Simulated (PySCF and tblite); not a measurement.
The numbers below are computed, except where a source is named.
Stationary points of C$_{7}$H$_{6}$O$_{2}$ at GFN2-xTB, in Å:

Structure A

```
 1 O    -2.857   -0.380   -1.178
 2 C    -2.130   -0.646   -0.262
 3 C    -0.687   -0.294   -0.157
 4 C     0.266   -1.134   -0.720
 5 C     1.613   -0.849   -0.595
 6 C     2.016    0.282    0.098
 7 C     1.078    1.131    0.651
 8 C    -0.280    0.855    0.525
 9 O    -1.160    1.729    1.080
10 H    -2.511   -1.209    0.621
11 H    -0.060   -2.013   -1.255
12 H     2.344   -1.508   -1.036
13 H     3.066    0.507    0.202
14 H     1.369    2.021    1.185
15 H    -2.068    1.506    0.842
```

Structure B

```
 1 O    -3.019    0.092    0.109
 2 C    -2.104   -0.628   -0.253
 3 C    -0.698   -0.311   -0.135
 4 C     0.277   -1.212   -0.584
 5 C     1.614   -0.915   -0.472
 6 C     2.005    0.297    0.095
 7 C     1.069    1.201    0.544
 8 C    -0.296    0.917    0.439
 9 O    -1.178    1.811    0.884
10 H    -2.320   -1.609   -0.713
11 H    -0.044   -2.146   -1.021
12 H     2.360   -1.613   -0.819
13 H     3.055    0.530    0.184
14 H     1.361    2.142    0.984
15 H    -2.086    1.455    0.736
```

Structure C

```
 1 O    -2.531   -1.543   -1.003
 2 C    -2.116   -0.623   -0.342
 3 C    -0.710   -0.274   -0.168
 4 C     0.250   -1.066   -0.811
 5 C     1.594   -0.800   -0.693
 6 C     2.010    0.278    0.082
 7 C     1.086    1.073    0.725
 8 C    -0.280    0.814    0.613
 9 O    -1.108    1.647    1.279
10 H    -2.842    0.032    0.192
11 H    -0.109   -1.893   -1.405
12 H     2.320   -1.421   -1.195
13 H     3.062    0.496    0.182
14 H     1.393    1.913    1.328
15 H    -2.034    1.404    1.155
```

The path came from a restrained scan, a climbing-image band and a saddle search at GFN2-xTB; energies are revPBE/pcSseg-1 + D3(BJ), IEF-PCM cyclohexane//GFN2-xTB, thermal terms GFN2-xTB.

Task: Which structure is a saddle point, and along which motion?

Result: A: one imaginary mode (169i cm⁻¹ at GFN2-xTB, mostly on O1, H10, C2), along the rotation about the C3–C2 bond (torsion C4–C3–C2–O1 from -180° to 0°, rising).

Task: Give their symmetry and energies above the lowest.

Result: A C1, 19.0 kcal/mol; B Cs, 0.0 kcal/mol; C Cs, 9.2 kcal/mol.
